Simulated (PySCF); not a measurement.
**Computed properties of C5H3Br, SMILES C#CC=C=CBr**

C₅H₃Br, SMILES C#CC=C=CBr. Coordinates come from a TPSSh-D3(BJ)/def2-SVP optimisation. The structure was generated by enumeration, and PubChem lists no compound with its InChIKey, so it may never have been made. Other conformers were not sampled. All values are computed for the isolated molecule unless a solvent is named; none is compared with measurement here.

**Structure.** All 21 harmonic modes at TPSSh-D3(BJ)/def2-SVP (PySCF) are real, so it is a minimum. With heavy atoms numbered as in [CH:1]#[C:2][CH:3]=[C:4]=[CH:5][Br:6], the shortest bond between them is C1–C2 at 1.217 Å and the longest C5–Br6 at 1.909 Å.

**Vibrations.** The strongest infrared lines (harmonic, unscaled, degenerate partners summed) lie at 3471 cm⁻¹ (84 km/mol, H 86 %, C 14 %), 667 cm⁻¹ (54 km/mol, C 83 %, H 11 %), 1206 cm⁻¹ (53 km/mol, H 79 %, C 21 %). The softest mode is at 71 cm⁻¹ and the zero-point energy is 35.1 kcal/mol.

**Electronic structure.** PBE0/def2-TZVP (PySCF) places the frontier levels at -7.41 and -1.85 eV, a gap of 5.56 eV, and gives a dipole moment of 1.32 D and a mean polarisability of 86.9 bohr³. PBE/def2-TZVP (PySCF) at the same geometry gives -6.36 and -2.71 eV, so its gap is 1.91 eV narrower. An orbital gap is neither the optical nor the fundamental gap.

**Excitations.** TDDFT-M06-2X/def2-SVPD (PySCF) has S1 at 4.25 eV (292 nm, f = 0.000, dark); the most intense of the 10 singlets computed lies at 5.34 eV (f = 0.44). T1 (TDA) is at 3.55 eV. TDDFT-PBE/def2-SVPD (PySCF) puts S1 at 3.76 eV. No vertical singlet excitation falls in the visible range (under 3.1 eV).

**NMR.** GIAO shifts at B3LYP/pcSseg-1 (PySCF) (non-relativistic, atoms alike by connectivity averaged): ¹³C from 78.8 to 236.2 ppm against TMS; ¹H from 3.6 to 6.6 ppm against TMS. Without spin–orbit terms, shifts of atoms bonded to Cl or Br come out too high.

**Solvation.** SMD-PBE0/def2-SVP (PySCF) gives -1.3 kcal/mol in water, -6.0 kcal/mol in acetone, -5.5 kcal/mol in diethylether (1 M in both phases, gas-phase geometry); of these solvents acetone holds the molecule best.
